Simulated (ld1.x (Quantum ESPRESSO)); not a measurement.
# What one change does to a pseudopotential (holmium (Ho), TM)

ld1.x (Quantum ESPRESSO) 7.5 input, shortened:

```
&input
   title='Ho', zed=67., rel=1, dft='PBE', iswitch=3,
   config='[Xe] 4f11 5d0 6s2 6p0'
 /
 &inputp
   pseudotype=2, tm=.true., lloc=0,
   nlcc=.false.
 /
4
5P  2  1   6.00   0.00  1.50  1.50  0.0
5D  3  2   0.00   0.00  2.20  2.20  0.0
4F  4  3  11.00   0.00  1.40  1.40  0.0
6S  1  0   2.00   0.00  3.80  3.80  0.0
 &test
   configts(1)='4f11 5p6 5d0 6s2 6p0'
 /
```

All-electron outer shells of the reference configuration (PBE, scalar-relativistic, ld1.x):

| shell | level (eV) | outermost node (bohr) | outermost maximum (bohr) |
| --- | --- | --- | --- |
| 4d | -159.15 | 0.25 | 0.53 |
| 5s | -50.38 | 0.61 | 1.14 |
| 5p | -25.87 | 0.66 | 1.29 |
| 6s | -3.79 | 1.55 | 3.43 |
| 4f | -3.14 | – | 0.53 |
| 6p | -1.15 | 1.90 | 4.75 |
| 5d | -1.04 | 0.75 | 2.11 |

Change: wave 6s (bound): rc 3.80 bohr becomes 6s (bound): rc 5.68 bohr.

Cutoffs: the cutoffs (Ry, on a coarse ladder) from which the occupation-weighted sum of valence levels, in a spherical-Bessel basis at the reference potential, stays within 10 and 1 mRy of its value at 400 Ry; they do not see the model core or the augmentation charge, which bear on the density cutoff. Errors are all-electron minus pseudo energies relative to the spin-unpolarised reference configuration.

Question: Predict the effect on cutoff, ghosts and configuration errors.

Answer: Of the 7 tests that both files solve, the error grows in 3 and shrinks in 2 by more than 15 % and 0.3 meV (median size 766.5 → 307.1 meV); neither file shows a bound ghost at the reference potential, the only one tested.

```tsv
quantity	base	changed
cutoff, loose	230 Ry	230 Ry
cutoff, tight	over 300 Ry	over 300 Ry
bound ghosts	none	none
error for 4f11 5p6 5d0 6s1 6p0, meV [ΔE 6.31 eV]	+0.9	-9.8
error for 4f11 5p6 5d0 6s0 6p0, meV [ΔE 18.12 eV]	-9.0	-288
error for 4f10 5p6 5d0 6s0 6p0, meV [ΔE 44.08 eV]	-942	-1985
error for 4f10 5p6 5d1 6s1 6p0, meV [ΔE 11.55 eV]	-767	-677
error for 4f10 5p6 5d0 6s2 6p0, meV [ΔE 10.34 eV]	-896	-95
error for 4f10 5p6 5d1 6s2 6p0, meV [ΔE 4.60 eV]	-832	-615
error for 4f11 5p6 5d0 6s1 6p1, meV [ΔE 2.73 eV]	-271	-307
```

Changed file: These tests converged, but a pseudo level misses the all-electron one widely, so the file describes the atom poorly there or has found another state: 4f10 5p6 5d0 6s0 6p0: 4f by 2.9 eV (a node warning on the way).
